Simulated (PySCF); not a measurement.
Computed with UPBE0/[Pd def2-SVP with ECP28, O def2-SVP, H def2-SVP], scalar-relativistic core potentials, density fitting, no spin–orbit coupling, PySCF.

```xyz
6
charge 0 multiplicity 3, angstrom
Pd    0.1455   -0.1379    0.0000
O     1.6025    0.9011    0.0000
O    -1.1437    1.3185    0.0000
O    -1.2488   -1.3794    0.0000
H    -0.6178    2.1307    0.0000
H    -2.1328   -0.9835    0.0000
```

PdO(OH)2 (triplet), along the line from Pd1 (at 0) through O2 (at 1.790 Å). Core electrons replaced by a potential are absent, the electrostatic potential uses the reduced nuclear charge, and values within about 0.7 Å of such atoms have no physical meaning.

Q: Tabulate the fields along this line at 0.72, 0.81, 0.89, 0.98, 1.07, 1.16, 1.25, 1.34, 1.43, 1.52, 1.61, 1.70, 1.88, 1.97, 2.06, 2.15, 2.24, 2.33, 2.42, 2.51, 2.59, 2.68, 2.77, 2.86 Å.

A: 
```json
{"distance (Å)": "0.72", "electron density (e/Å³)": "2.57", "spin density (e/Å³)": "-0.00128", "electron localisation function": "0.369", "electrostatic potential (V)": "46.1"}
{"distance (Å)": "0.81", "electron density (e/Å³)": "1.65", "spin density (e/Å³)": "-0.0146", "electron localisation function": "0.228", "electrostatic potential (V)": "32.4"}
{"distance (Å)": "0.89", "electron density (e/Å³)": "1.28", "spin density (e/Å³)": "-0.0196", "electron localisation function": "0.192", "electrostatic potential (V)": "24.2"}
{"distance (Å)": "0.98", "electron density (e/Å³)": "1.27", "spin density (e/Å³)": "-0.0186", "electron localisation function": "0.307", "electrostatic potential (V)": "19.9"}
{"distance (Å)": "1.07", "electron density (e/Å³)": "1.54", "spin density (e/Å³)": "-0.0116", "electron localisation function": "0.59", "electrostatic potential (V)": "19.1"}
{"distance (Å)": "1.16", "electron density (e/Å³)": "2.07", "spin density (e/Å³)": "0.0037", "electron localisation function": "0.795", "electrostatic potential (V)": "22.2"}
{"distance (Å)": "1.25", "electron density (e/Å³)": "2.87", "spin density (e/Å³)": "0.0324", "electron localisation function": "0.856", "electrostatic potential (V)": "31.2"}
{"distance (Å)": "1.34", "electron density (e/Å³)": "4.05", "spin density (e/Å³)": "0.0843", "electron localisation function": "0.837", "electrostatic potential (V)": "49.5"}
{"distance (Å)": "1.43", "electron density (e/Å³)": "5.59", "spin density (e/Å³)": "0.166", "electron localisation function": "0.681", "electrostatic potential (V)": "84.8"}
{"distance (Å)": "1.52", "electron density (e/Å³)": "7.54", "spin density (e/Å³)": "0.252", "electron localisation function": "0.265", "electrostatic potential (V)": "154"}
{"distance (Å)": "1.61", "electron density (e/Å³)": "17.4", "spin density (e/Å³)": "0.283", "electron localisation function": "0.181", "electrostatic potential (V)": "311"}
{"distance (Å)": "1.70", "electron density (e/Å³)": "150", "spin density (e/Å³)": "0.228", "electron localisation function": "0.983", "electrostatic potential (V)": "840"}
{"distance (Å)": "1.88", "electron density (e/Å³)": "149", "spin density (e/Å³)": "0.287", "electron localisation function": "0.98", "electrostatic potential (V)": "839"}
{"distance (Å)": "1.97", "electron density (e/Å³)": "17.6", "spin density (e/Å³)": "0.242", "electron localisation function": "0.175", "electrostatic potential (V)": "308"}
{"distance (Å)": "2.06", "electron density (e/Å³)": "7.87", "spin density (e/Å³)": "0.186", "electron localisation function": "0.312", "electrostatic potential (V)": "151"}
{"distance (Å)": "2.15", "electron density (e/Å³)": "5.69", "spin density (e/Å³)": "0.108", "electron localisation function": "0.741", "electrostatic potential (V)": "80.4"}
{"distance (Å)": "2.24", "electron density (e/Å³)": "3.93", "spin density (e/Å³)": "0.0443", "electron localisation function": "0.881", "electrostatic potential (V)": "44.1"}
{"distance (Å)": "2.33", "electron density (e/Å³)": "2.61", "spin density (e/Å³)": "0.0108", "electron localisation function": "0.911", "electrostatic potential (V)": "24.4"}
{"distance (Å)": "2.42", "electron density (e/Å³)": "1.7", "spin density (e/Å³)": "-0.00261", "electron localisation function": "0.913", "electrostatic potential (V)": "13.3"}
{"distance (Å)": "2.51", "electron density (e/Å³)": "1.09", "spin density (e/Å³)": "-0.00656", "electron localisation function": "0.901", "electrostatic potential (V)": "6.96"}
{"distance (Å)": "2.59", "electron density (e/Å³)": "0.685", "spin density (e/Å³)": "-0.00676", "electron localisation function": "0.876", "electrostatic potential (V)": "3.38"}
{"distance (Å)": "2.68", "electron density (e/Å³)": "0.426", "spin density (e/Å³)": "-0.0057", "electron localisation function": "0.837", "electrostatic potential (V)": "1.35"}
{"distance (Å)": "2.77", "electron density (e/Å³)": "0.267", "spin density (e/Å³)": "-0.00443", "electron localisation function": "0.779", "electrostatic potential (V)": "0.208"}
{"distance (Å)": "2.86", "electron density (e/Å³)": "0.17", "spin density (e/Å³)": "-0.0033", "electron localisation function": "0.706", "electrostatic potential (V)": "-0.422"}
```

Other spin states or occupations of the open shell can lie lower.
